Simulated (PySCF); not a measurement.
Computed with PySCF, PBE0, basis W def2-TZVP with ECP60, O def2-TZVP, Br def2-TZVP (scalar-relativistic core potentials, no spin–orbit coupling, density fitting). Open shells, if any, are unrestricted.

What spin state, shape and geometry does isolated WOBr take (every ligand bound to W)?

Formally W is in oxidation state +3, d3, with 3 unpaired electrons (the high-spin count). The Mulliken spin on W is 3.21. The polar-tensor charge on W, 1.19, is far below the formal one. The lowest minimum found is a quartet of Cs symmetry with W–Br 2.453 Å, W–O 1.688 Å; Br–W–O 141.8°. Its harmonic wavenumbers are 109 (a'), 257 (a'), 1034 (a') cm⁻¹ and its dipole moment is 1.47 D.

This need not be the most stable arrangement of these atoms. With open d or f shells other occupations or spin states may lie lower. Spin–orbit coupling, left out here, can matter for elements this heavy.
